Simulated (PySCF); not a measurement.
SiF5 (charge -1).
Cartesian coordinates in Å at the PBE0-D3(BJ)/def2-SVP level; atoms count from 1:
```
atom  x, y, z in Å
F1     0.9228   -1.3972    0.0457
Si2    0.0009    0.0008   -0.0065
F3     1.0611    0.7364    1.0222
F4    -0.9214    1.3990   -0.0508
F5    -1.2952   -0.8337    0.5821
F6     0.2381    0.0985   -1.6357
```

The closed-shell ground state was solved at several levels (PySCF, density fitting, gas phase, non-relativistic). The geometry's basis has no diffuse functions, a weakness for an anion. No diffuse functions stand in pcSseg-1 and pcSseg-2, which bears on an anion's orbital energies.

```
            level  basis functions  HOMO (eV)  LUMO (eV)  gap (eV)
     PBE/pcSseg-2              223      -3.02       5.60      8.62
wB97X-D/def2-SVPD              139      -7.34       6.16     13.50
```

Estimate the row for PBE0/pcSseg-1, a basis of 109 functions; the other rows only guide the guess.

HOMO -4.85 eV, LUMO 7.17 eV, gap 12.02 eV.

Over all these levels, which gives the widest orbital gap and which the narrowest?

wB97X-D/def2-SVPD (range-separated hybrid) has the widest, 13.50 eV, and PBE/pcSseg-2 (GGA) the narrowest, 8.62 eV. Functional and basis both differ between the two, so the spread mixes both effects.
